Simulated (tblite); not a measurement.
Species: C₅H₁₁BF₂O.
Atom-mapped SMILES: `[BH3-:1][O+:2]([CH2:3][F:4])[CH2:5]/[CH:6]=[CH:7]\[CH2:8][F:9]` (hydrogens: H10, H11, H12 on B1; H13, H14 on C3; H15, H16 on C5; H17 on C6; H18 on C7; H19, H20 on C8)
Bond orders are those of one Lewis drawing.

Computed with GFN2-xTB (tblite), gas phase: L-BFGS steps from a force-field or distance-geometry start until the largest atomic force falls under 0.01 eV/Å.

Step 1: E = -844.2524 eV
```
atom  x, y, z in Å  |  force x, y, z in eV/Å
B1     -1.5959    1.4464   -0.3670   -0.864   1.317  -0.191
O2     -0.7879    0.1282   -0.2491   -0.045  -0.533   0.535
C3     -1.6182   -0.9684   -0.5875   -0.042  -0.328   0.113
F4     -1.9352   -0.9395   -1.9098    0.280   0.035   0.755
C5     -0.2883    0.0000    1.1057    0.367  -0.477   0.198
C6      0.8536   -0.9894    1.1341   -0.696  -0.319   0.644
C7      2.0067   -0.8086    0.5294    0.809   0.084  -0.367
C8      2.3501    0.4064   -0.2965   -0.215  -0.307   0.212
F9      3.6401    0.3205   -0.7640   -0.354   0.100   0.105
H10    -0.8725    2.3567   -0.1661    0.431   0.021   0.147
H11    -2.0332    1.5340   -1.4575   -0.016  -0.209  -0.256
H12    -2.4800    1.4347    0.4387   -0.053  -0.163   0.161
H13    -1.0944   -1.9213   -0.3913    0.195   0.108  -0.201
H14    -2.5560   -0.9822    0.0130    0.133   0.333  -0.366
H15     0.0995    0.9664    1.4812   -0.401  -0.158  -0.636
H16    -1.0944   -0.3119    1.7976    0.143   0.121  -0.362
H17     0.6999   -1.8862    1.7297    0.001   0.136  -0.139
H18     2.7786   -1.5751    0.6269   -0.150   0.372  -0.184
H19     1.6651    0.4775   -1.1598    0.317   0.087   0.110
H20     2.2573    1.3223    0.3196    0.157  -0.219  -0.278
```

Step 2: E = -844.3772 eV
```
atom  x, y, z in Å  |  force x, y, z in eV/Å
B1     -1.6268    1.4929   -0.3756   -0.176   0.408   0.198
O2     -0.7887    0.1047   -0.2309   -0.029   0.284   0.054
C3     -1.6217   -0.9761   -0.5922    0.327  -0.285   1.127
F4     -1.9252   -0.9392   -1.8796    0.010   0.123  -0.549
C5     -0.2764   -0.0125    1.1161   -0.085  -0.371  -0.217
C6      0.8472   -0.9969    1.1449    0.709   0.124  -0.168
C7      2.0162   -0.8091    0.5268   -0.722   0.036   0.299
C8      2.3447    0.3967   -0.2922   -0.085  -0.043   0.169
F9      3.6279    0.3244   -0.7606    0.000   0.024  -0.011
H10    -0.8595    2.3562   -0.1616    0.328   0.130   0.107
H11    -2.0325    1.5269   -1.4629   -0.161  -0.076  -0.497
H12    -2.4806    1.4291    0.4433   -0.201  -0.014   0.190
H13    -1.0880   -1.9175   -0.3975    0.184  -0.151  -0.078
H14    -2.5509   -0.9717    0.0013   -0.148   0.181  -0.109
H15     0.0862    0.9594    1.4610   -0.159   0.135  -0.439
H16    -1.0891   -0.3070    1.7844   -0.093  -0.061   0.049
H17     0.6995   -1.8821    1.7257   -0.048  -0.350   0.181
H18     2.7743   -1.5636    0.6212    0.244  -0.043  -0.132
H19     1.6759    0.4804   -1.1553    0.049   0.040  -0.072
H20     2.2622    1.3156    0.3109    0.056  -0.091  -0.102
```

Step 3: E = -844.4239 eV
```
atom  x, y, z in Å  |  force x, y, z in eV/Å
B1     -1.6384    1.5126   -0.3752   -0.051   0.174   0.099
O2     -0.7893    0.1020   -0.2247   -0.060   0.244  -0.043
C3     -1.6178   -0.9827   -0.5769    0.233   0.034   0.377
F4     -1.9221   -0.9373   -1.8788    0.105   0.066  -0.148
C5     -0.2741   -0.0217    1.1159   -0.083  -0.061  -0.195
C6      0.8550   -0.9974    1.1461   -0.034  -0.127   0.246
C7      2.0091   -0.8086    0.5301    0.117  -0.023  -0.031
C8      2.3418    0.3932   -0.2883   -0.055   0.024   0.027
F9      3.6243    0.3259   -0.7597    0.043  -0.036   0.008
H10    -0.8509    2.3580   -0.1587    0.232   0.126   0.083
H11    -2.0346    1.5237   -1.4719   -0.121  -0.021  -0.324
H12    -2.4837    1.4272    0.4474   -0.218   0.050   0.175
H13    -1.0834   -1.9186   -0.4005    0.221  -0.296   0.016
H14    -2.5516   -0.9659   -0.0037   -0.248   0.102   0.036
H15     0.0799    0.9594    1.4486   -0.120   0.077  -0.377
H16    -1.0889   -0.3065    1.7812   -0.117  -0.131   0.138
H17     0.6987   -1.8859    1.7271    0.005  -0.254   0.116
H18     2.7766   -1.5608    0.6176    0.144   0.026  -0.122
H19     1.6797    0.4818   -1.1551   -0.012   0.017  -0.083
H20     2.2645    1.3123    0.3068    0.017   0.009   0.000
```

Task: Estimate the geometry and energy of step 4. (The exact step hangs on the optimiser's Hessian estimate; all steps are aligned on step 3, rigid shifts and turns removed.)

Result: E = -844.4506 eV, largest force 0.306 eV/Å
```
atom  x, y, z in Å  |  force x, y, z in eV/Å
B1     -1.6491    1.5317   -0.3744    0.008   0.006  -0.021
O2     -0.7910    0.1022   -0.2205   -0.050   0.170  -0.102
C3     -1.6118   -0.9853   -0.5640    0.051   0.072  -0.091
F4     -1.9169   -0.9351   -1.8767    0.169   0.018   0.108
C5     -0.2733   -0.0282    1.1135   -0.120   0.068  -0.050
C6      0.8587   -1.0012    1.1523   -0.168  -0.133   0.218
C7      2.0080   -0.8094    0.5315    0.209  -0.061  -0.049
C8      2.3388    0.3909   -0.2859    0.003   0.051  -0.070
F9      3.6219    0.3263   -0.7587    0.059  -0.065   0.016
H10    -0.8403    2.3614   -0.1550    0.094   0.083   0.047
H11    -2.0380    1.5209   -1.4832   -0.055   0.043  -0.073
H12    -2.4899    1.4267    0.4536   -0.168   0.116   0.100
H13    -1.0756   -1.9252   -0.4022    0.146  -0.199   0.071
H14    -2.5566   -0.9598   -0.0066   -0.151   0.027   0.065
H15     0.0727    0.9598    1.4322   -0.063   0.061  -0.285
H16    -1.0906   -0.3084    1.7810   -0.060  -0.129   0.125
H17     0.6984   -1.8927    1.7298    0.029  -0.209   0.102
H18     2.7802   -1.5575    0.6126    0.138   0.008  -0.100
H19     1.6827    0.4832   -1.1561   -0.056  -0.003  -0.081
H20     2.2665    1.3103    0.3039   -0.018   0.076   0.070
```

The energy changes by -0.0268 eV. The first-order estimate −F·Δx gives -0.0391 eV and the mean of the old and new forces, exact on a quadratic surface, -0.0268 eV. The step makes an angle of 38° with the force vector and moves no atom by more than 0.022 Å.

The cost below is that of the whole relaxation. Hardware: Intel Xeon, one thread, no GPU, on a shared host. Cost: 1.5 s.
